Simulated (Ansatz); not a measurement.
```xyz
14

C    -1.148    0.771    0.480
C     0.133    0.306   -0.169
F     0.667    1.347   -0.915
C     1.156   -0.096    0.870
F     2.284   -0.615    0.274
C    -0.098   -0.827   -1.167
F    -1.058   -0.482   -2.051
F    -0.531   -1.927   -0.499
H    -1.820    1.169   -0.279
H    -1.645   -0.057    0.988
H    -0.934    1.557    1.206
H     0.738   -0.854    1.537
H     1.445    0.788    1.443
H     0.810   -1.080   -1.717
```

Charge 0, multiplicity 1.

Problem. List the PBE0/def2-TZVPP orbital energies in eV (Ansatz). (An estimate is asked.)

Solution. Ansatz gave: Occupied: -674.68, -674.58, -674.12, -674.11, -282.78, -281.21, -280.73, -278.62, -35.51, -34.13, -33.91, -33.73, -23.37, -20.36, -20.14, -17.46, -16.07, -15.98, -15.77, -14.83, -14.46, -14.01, -13.20, -12.64, -12.57, -11.98, -11.80, -11.69, -11.54, -11.16, -10.35, -9.90, -9.40. Lowest empty: 1.22, 1.57, 1.66, 2.24, 2.68, 3.10, 3.30, 3.76.
